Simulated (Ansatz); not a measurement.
Computed with Ansatz on PBE0-D4/def2-TZVP structures; ΔE is electronic, products minus reactants. CBS: MP2 limit from def2 TZ/QZ plus the TZ coupled-cluster correction, frozen cores. This one scheme is used for every species, atoms too. For atomizations the MP2-based limit and the directly extrapolated one differ by several kJ/mol either way, and by 10 to 25 for some Ge, Se and Sn compounds, so smaller differences from it don't rank the levels. No spin–orbit coupling; open shells (•) take unrestricted orbitals. Spin–orbit coupling would lower the free atoms: a little for Cl, F, O; strongly for Sn. Elements past krypton have def2 core potentials. For Sn outer-core shells are correlated without core-valence functions, so the limit isn't a true one: a few kJ/mol of doubt a bond, and 10 to 20 or more in all where bonds break to atoms. Each species was taken in one conformer, which may not be the lowest.

Reaction (atomization): `[OH][Sn]([F])[Cl]`• → Cl• + F• + H• + O• + Sn•

`[OH][Sn]([F])[Cl]`•:

Z-matrix (Å, degrees):
```
Sn
O 1 1.960
Cl 1 2.329 2 107.7
F 1 1.926 2 103.3 3 -113.9
H 2 0.964 1 111.5 3 141.8
```

```json
{"species": "`[OH][Sn]([F])[Cl]`•", "SCS-MP2/def2-TZVPP energy (Eh)": "-848.83937"}
{"species": "Cl•", "SCS-MP2/def2-TZVPP energy (Eh)": "-459.63520"}
{"species": "F•", "SCS-MP2/def2-TZVPP energy (Eh)": "-99.60765"}
{"species": "H•", "SCS-MP2/def2-TZVPP energy (Eh)": "-0.49981"}
{"species": "O•", "SCS-MP2/def2-TZVPP energy (Eh)": "-74.95539"}
{"species": "Sn•", "SCS-MP2/def2-TZVPP energy (Eh)": "-213.57512"}
```

Task: Work out ΔE.

Result: ΔE = (-459.63520) + (-99.60765) + (-0.49981) + (-74.95539) + (-213.57512) − (-848.83937) = 0.56620 Eh = +15.41 eV. CCSD(T)/CBS gives +15.98 eV.

Largest T1 diagnostic among the species: 0.018.

From BLYP to BHLYP (50 % exact exchange), in def2-TZVPP and without D4, ΔE moves by −1.34 eV: exact exchange takes away binding that semilocal exchange gives to molecules. At CCSD(T), def2-SVP lies −2.06 eV from the extrapolated value and def2-TZVPP −0.80 eV: correlation converges slowly with the basis, and small sets miss more of it in the bonded molecule than in its fragments. The D4 term adds +0.19 eV with B3LYP and +0.10 eV with PBE0; it sums over pairs of atoms, weighted by their polarisabilities, and B3LYP, whose exchange is more repulsive, gets the larger term.

B3LYP here is the variant with VWN-RPA as its local correlation; programs differ in this.
